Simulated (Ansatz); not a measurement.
Geometry optimisation, Ansatz, RKS CAM-B3LYP-D4/def2-SVP.

input.yaml

```yaml
crystal:
  periodic: [false, false, false]
  atoms:
    - { symbol: W, position_ang: [-0.168162, -0.400036, -0.179065] }
    - { symbol: H, position_ang: [-0.300431, 0.047046, 1.465643] }
    - { symbol: H, position_ang: [1.240614, -0.708253, 0.680591] }
    - { symbol: H, position_ang: [0.735552, 0.898116, 0.339153] }
    - { symbol: Cl, position_ang: [-2.270843, -1.178909, 0.303414] }
    - { symbol: H, position_ang: [0.667928, -1.819445, -0.524796] }
    - { symbol: O, position_ang: [-0.018008, 0.538803, -1.776441] }
    - { symbol: H, position_ang: [0.225975, 1.454219, -1.964832] }
    - { symbol: Cl, position_ang: [-1.762222, 2.644481, 0.856817] }
    - { symbol: H, position_ang: [-1.184004, 1.681177, 1.576516] }
basis:
  gaussian: { orbitals: def2-SVP }
hamiltonian:
  xc: cam_b3lyp
  dispersion: d4
relax:
  f_tol: 0.03
  max_steps: 50
```

Launched with:

```bash
$ ansatz run input.yaml --threads 4 --pin off --max-ram 5120MiB --backend cpu --events-out ev --progress --plain --runs-dir out
```

Q: Where does it end, and by what steps?

A: The run converged. After 10 steps the energy has fallen by 0.052 eV; H10 moved furthest, 0.43 Å.

```tsv
step	energy less start (eV)	largest force component (eV/Å)	accepted
0	0.0000	0.815	yes
1	-0.0067	0.855	yes
2	-0.0210	0.825	yes
3	-0.0147	0.481	no
4	-0.0471	0.140	yes
5	-0.0475	0.066	yes
6	-0.0489	0.040	yes
7	-0.0498	0.053	yes
8	-0.0507	0.083	yes
9	-0.0512	0.056	yes
10	-0.0515	0.018	yes
```

```xyz
10
Properties=species:S:1:pos:R:3
W -0.163 -0.421 -0.164
H -0.182 -0.121 1.490
H 1.290 -0.807 0.586
H 0.768 0.835 0.411
Cl -2.250 -1.227 0.368
H 0.607 -1.844 -0.634
O -0.027 0.610 -1.711
H 0.220 1.535 -1.841
Cl -1.815 2.509 0.588
H -1.281 2.087 1.684
```

Whether the end is a true minimum wasn't checked by a vibrational analysis.

Run time: 28 s on 4 threads of Arm Neoverse V2, on a shared host, peak memory 0.32 GiB.
